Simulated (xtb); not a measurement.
Harmonic IR lines of one isomer of C$_{8}$H$_{10}$SSi, unscaled. All values below come from GFN2-xTB in xtb.

wavenumber (cm⁻¹): 213 (w), 481 (vw), 526 (w), 583 (m), 610 (w), 778 (s), 786 (vs), 798 (vs), 810 (m), 847 (w), 910 (w), 992 (w), 1120 (m), 1465 (w), 1585 (w), 2230 (vs), 2257 (s), 2265 (vs), 2425 (m), 3065 (m), 3081 (m), 3094 (w), 3107 (w)

Identify which structure gives these lines.
A) `C=Cc1cc(S)ccc1[SiH3]`
B) `C=C([SiH3])c1ccc(S)cc1`
C) `C=Cc1cc([SiH3])ccc1S`
D) `C=Cc1ccc([SiH3])c(S)c1`

B, `C=C([SiH3])c1ccc(S)cc1`
